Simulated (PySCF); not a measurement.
Record of a relaxation.

Species: ZrMeCl3, CH3Cl3Zr (singlet state).
Bonds: Zr1–C2, Zr1–Cl6, Zr1–Cl7, Zr1–Cl8. Hydrogens: H3, H4, H5 on C2.

Method: PySCF 2.14.0, PBE0-D3(BJ)/def2-SVP geometry optimisation, gas phase, def2 core potentials past Kr; density fitting, grid level 1; the optimiser is geomeTRIC in internal coordinates, started from a GFN2-xTB structure with every atom displaced at random (about 0.03 Å). 14 of its 18 geometries are shown. The frame can shift and turn from step to step; on so coarse a grid that alone can change the energy by a few meV, and forces under 0.02 eV/Å are noise.

Step 0: E = -39914.2962 eV, largest atomic force 2.980 eV/Å
```
atom  x, y, z in Å  |  force x, y, z in eV/Å
Zr1     0.060   -0.075   -0.933   -1.414   2.345   1.173
C2     -0.017   -0.017    1.254    0.560   1.219   0.774
H3     -1.084    0.054    1.645    1.110   0.082  -0.208
H4      0.670    0.857    1.658   -1.450  -1.373  -0.606
H5      0.449   -0.945    1.631   -0.113  -0.104   0.174
Cl6     2.104    0.003   -1.780    2.382  -0.057  -0.657
Cl7    -1.016    1.840   -1.767    0.044  -0.099   0.129
Cl8    -1.028   -1.803   -1.791   -1.120  -2.014  -0.779
```

Step 1: E = -39914.7317 eV, largest atomic force 0.506 eV/Å
```
atom  x, y, z in Å  |  force x, y, z in eV/Å
Zr1     0.040   -0.026   -0.953   -0.014  -0.015  -0.384
C2     -0.025   -0.004    1.249    0.277  -0.269  -0.327
H3     -1.046    0.079    1.648   -0.100   0.046   0.057
H4      0.589    0.823    1.639   -0.019   0.200   0.050
H5      0.429   -0.935    1.643   -0.095  -0.010  -0.033
Cl6     2.258   -0.001   -1.729   -0.285  -0.043   0.277
Cl7    -1.028    1.887   -1.772    0.070  -0.113   0.150
Cl8    -1.079   -1.910   -1.808    0.165   0.205   0.211
```

Step 3: E = -39914.7832 eV, largest atomic force 0.129 eV/Å
```
atom  x, y, z in Å  |  force x, y, z in eV/Å
Zr1     0.027   -0.007   -0.991   -0.036   0.021  -0.034
C2     -0.018   -0.013    1.188   -0.019   0.045   0.073
H3     -1.044    0.074    1.592    0.014  -0.013  -0.047
H4      0.573    0.833    1.587   -0.010  -0.052  -0.028
H5      0.421   -0.951    1.576    0.015   0.012   0.000
Cl6     2.276   -0.025   -1.581    0.128   0.003  -0.013
Cl7    -1.038    1.935   -1.722   -0.037   0.080   0.029
Cl8    -1.059   -1.931   -1.733   -0.054  -0.096   0.020
```

Step 4: E = -39914.7899 eV, largest atomic force 0.127 eV/Å
```
atom  x, y, z in Å  |  force x, y, z in eV/Å
Zr1     0.024   -0.001   -1.009   -0.014   0.032  -0.010
C2     -0.013   -0.017    1.164   -0.083   0.050   0.082
H3     -1.042    0.069    1.561    0.009  -0.021  -0.056
H4      0.570    0.833    1.564    0.031  -0.029  -0.021
H5      0.424   -0.955    1.551    0.033   0.007  -0.007
Cl6     2.290   -0.029   -1.544    0.090   0.008  -0.040
Cl7    -1.050    1.964   -1.682   -0.012   0.015   0.038
Cl8    -1.065   -1.949   -1.689   -0.055  -0.063   0.013
```

Step 5: E = -39914.7917 eV, largest atomic force 0.097 eV/Å
```
atom  x, y, z in Å  |  force x, y, z in eV/Å
Zr1     0.022    0.002   -1.030    0.032  -0.004   0.014
C2     -0.003   -0.019    1.137   -0.061   0.050   0.057
H3     -1.037    0.062    1.519    0.010  -0.015  -0.036
H4      0.575    0.834    1.535    0.026  -0.017  -0.016
H5      0.437   -0.956    1.521    0.032   0.000  -0.011
Cl6     2.302   -0.032   -1.535   -0.010   0.011  -0.057
Cl7    -1.070    1.991   -1.610    0.000  -0.058   0.032
Cl8    -1.088   -1.968   -1.621   -0.029   0.033   0.017
```

Step 7: E = -39914.7930 eV, largest atomic force 0.137 eV/Å
```
atom  x, y, z in Å  |  force x, y, z in eV/Å
Zr1     0.022   -0.005   -1.034    0.052  -0.040   0.018
C2      0.025   -0.016    1.131    0.079  -0.037  -0.053
H3     -1.015    0.055    1.493   -0.001   0.005   0.032
H4      0.602    0.840    1.518    0.002   0.040   0.024
H5      0.474   -0.949    1.513   -0.003  -0.005   0.004
Cl6     2.285   -0.024   -1.647   -0.133   0.009  -0.032
Cl7    -1.110    1.981   -1.515   -0.011  -0.063  -0.009
Cl8    -1.144   -1.967   -1.543    0.016   0.091   0.016
```

Step 8: E = -39914.7958 eV, largest atomic force 0.112 eV/Å
```
atom  x, y, z in Å  |  force x, y, z in eV/Å
Zr1     0.021   -0.007   -1.025    0.024  -0.026   0.006
C2      0.034   -0.016    1.141    0.098  -0.025  -0.050
H3     -1.006    0.055    1.506    0.012   0.003   0.027
H4      0.611    0.841    1.530   -0.005   0.023   0.015
H5      0.485   -0.948    1.524   -0.002  -0.001   0.005
Cl6     2.264   -0.020   -1.696   -0.091   0.005  -0.018
Cl7    -1.118    1.967   -1.520   -0.030  -0.010  -0.002
Cl8    -1.151   -1.958   -1.543   -0.006   0.030   0.017
```

Step 9: E = -39914.7959 eV, largest atomic force 0.132 eV/Å
```
atom  x, y, z in Å  |  force x, y, z in eV/Å
Zr1     0.011   -0.009   -1.019   -0.019  -0.010  -0.003
C2      0.058   -0.014    1.147    0.120  -0.022  -0.051
H3     -0.980    0.053    1.517    0.015   0.003   0.030
H4      0.635    0.844    1.532   -0.009   0.018   0.009
H5      0.513   -0.946    1.527   -0.004   0.000   0.004
Cl6     2.224   -0.015   -1.776   -0.051  -0.001   0.015
Cl7    -1.146    1.954   -1.498   -0.038   0.020  -0.009
Cl8    -1.177   -1.953   -1.515   -0.015  -0.007   0.005
```

Step 10: E = -39914.7972 eV, largest atomic force 0.090 eV/Å
```
atom  x, y, z in Å  |  force x, y, z in eV/Å
Zr1    -0.004   -0.009   -1.015   -0.048   0.008  -0.006
C2      0.078   -0.014    1.150    0.088  -0.002  -0.021
H3     -0.956    0.052    1.534    0.018  -0.002   0.019
H4      0.655    0.846    1.532   -0.004   0.003  -0.006
H5      0.537   -0.945    1.526    0.005   0.000  -0.002
Cl6     2.191   -0.013   -1.807    0.015  -0.003   0.010
Cl7    -1.171    1.947   -1.499   -0.042   0.037   0.002
Cl8    -1.193   -1.950   -1.505   -0.032  -0.041   0.004
```

Step 12: E = -39914.8009 eV, largest atomic force 0.035 eV/Å
```
atom  x, y, z in Å  |  force x, y, z in eV/Å
Zr1    -0.049   -0.009   -1.016   -0.033   0.012  -0.002
C2      0.128   -0.012    1.143    0.003   0.005   0.005
H3     -0.891    0.048    1.566    0.018  -0.004   0.018
H4      0.711    0.853    1.506    0.007  -0.001  -0.015
H5      0.604   -0.941    1.502    0.015   0.000  -0.008
Cl6     2.128   -0.011   -1.854    0.017  -0.003   0.000
Cl7    -1.242    1.940   -1.468   -0.013   0.013   0.005
Cl8    -1.250   -1.953   -1.463   -0.014  -0.021  -0.003
```

Step 13: E = -39914.8024 eV, largest atomic force 0.032 eV/Å
```
atom  x, y, z in Å  |  force x, y, z in eV/Å
Zr1    -0.066   -0.009   -1.017   -0.001   0.001  -0.001
C2      0.140   -0.012    1.139   -0.032  -0.004   0.004
H3     -0.870    0.046    1.582    0.016  -0.003   0.014
H4      0.728    0.854    1.491    0.016   0.004  -0.013
H5      0.624   -0.940    1.490    0.020   0.003  -0.010
Cl6     2.114   -0.010   -1.849   -0.017  -0.001  -0.007
Cl7    -1.263    1.941   -1.461   -0.001  -0.002   0.007
Cl8    -1.268   -1.956   -1.460   -0.001   0.002   0.005
```

Step 14: E = -39914.8038 eV, largest atomic force 0.078 eV/Å
```
atom  x, y, z in Å  |  force x, y, z in eV/Å
Zr1    -0.104   -0.009   -1.013    0.025  -0.004  -0.002
C2      0.174   -0.011    1.135   -0.077  -0.007   0.014
H3     -0.817    0.042    1.621    0.012  -0.002   0.007
H4      0.770    0.858    1.461    0.019   0.004  -0.013
H5      0.676   -0.937    1.466    0.022   0.004  -0.012
Cl6     2.064   -0.009   -1.875   -0.023   0.000  -0.013
Cl7    -1.314    1.938   -1.439    0.013  -0.010   0.009
Cl8    -1.311   -1.958   -1.440    0.009   0.016   0.010
```

Step 16: E = -39914.8046 eV, largest atomic force 0.031 eV/Å
```
atom  x, y, z in Å  |  force x, y, z in eV/Å
Zr1    -0.116   -0.010   -1.010    0.012  -0.001  -0.004
C2      0.183   -0.011    1.135   -0.030  -0.005   0.003
H3     -0.797    0.036    1.643    0.005  -0.001   0.007
H4      0.784    0.861    1.446    0.002   0.003  -0.005
H5      0.701   -0.932    1.454    0.007   0.002  -0.004
Cl6     2.040   -0.010   -1.902   -0.003  -0.001   0.001
Cl7    -1.328    1.937   -1.424    0.004  -0.003   0.000
Cl8    -1.329   -1.957   -1.426    0.003   0.006   0.002
```

Step 17: E = -39914.8046 eV, largest atomic force under 0.02 eV/Å
```
atom  x, y, z in Å  |  force x, y, z in eV/Å
Zr1    -0.113   -0.010   -1.010    0.002   0.001  -0.002
C2      0.177   -0.011    1.136    0.000  -0.002  -0.002
H3     -0.800    0.034    1.649    0.001  -0.002   0.004
H4      0.779    0.862    1.444   -0.004   0.003   0.000
H5      0.701   -0.930    1.452    0.002   0.001   0.000
Cl6     2.043   -0.012   -1.901    0.002  -0.001   0.004
Cl7    -1.321    1.938   -1.426   -0.002   0.000  -0.002
Cl8    -1.326   -1.956   -1.427   -0.001   0.000  -0.001
```

**Question.** Summarise the path.

**Answer.** The energy falls by 11.72 kcal/mol from step 0 to step 17; nine tenths of that is first reached at step 2. It rises by more than 0.2 meV at step 6. The largest force goes from 2.980 to under 0.02 eV/Å. Among the bonds Zr1–Cl6 changes most, from 2.214 to 2.333 Å; the atoms move by 0.180 Å rms after alignment.

The cost below is that of the whole optimisation. Hardware: one thread of an Arm Neoverse V1, no GPU, shared host with 32 logical CPUs at a one-minute load of 21. Cost: 2.1 min, 0.46 GiB resident at most.
